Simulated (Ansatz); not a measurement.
Consider the formal exchange of groups at the Sn–Ga bond: `[CH3][SnH2][GaH2]` + `F[SiH3]` → `[CH3][SnH2][SiH2]F` + `[GaH3]`.

Calculated with Ansatz (gas phase, PBE0-D4/def2-TZVP geometries, no zero-point term in ΔE). CCSD(T)/CBS adds triple-zeta CCSD(T) − MP2 to the extrapolated MP2 energy (def2 sets, frozen cores). This one scheme is used for every species. Functionals use def2-TZVPP. Elements past krypton have def2 core potentials. For Ga, Sn outer-core shells are correlated without core-valence functions, which leaves a few kJ/mol of doubt a bond. Scalar relativity is left out up to krypton. One conformer a species, not always the lowest.

```json
{"species": "`[CH3][SnH2][GaH2]`", "r2SCAN-D4 energy (Eh)": "-2181.50328"}
{"species": "`F[SiH3]`", "r2SCAN-D4 energy (Eh)": "-391.17188"}
{"species": "`[CH3][SnH2][SiH2]F`", "r2SCAN-D4 energy (Eh)": "-646.05624"}
{"species": "`[GaH3]`", "r2SCAN-D4 energy (Eh)": "-1926.60570"}
```

Work out ΔE.

ΔE = (-646.05624) + (-1926.60570) − (-2181.50328) − (-391.17188) = 0.01322 Eh = +0.36 eV. CCSD(T)/CBS gives +0.43 eV.

Largest T1 diagnostic among the species: 0.013.
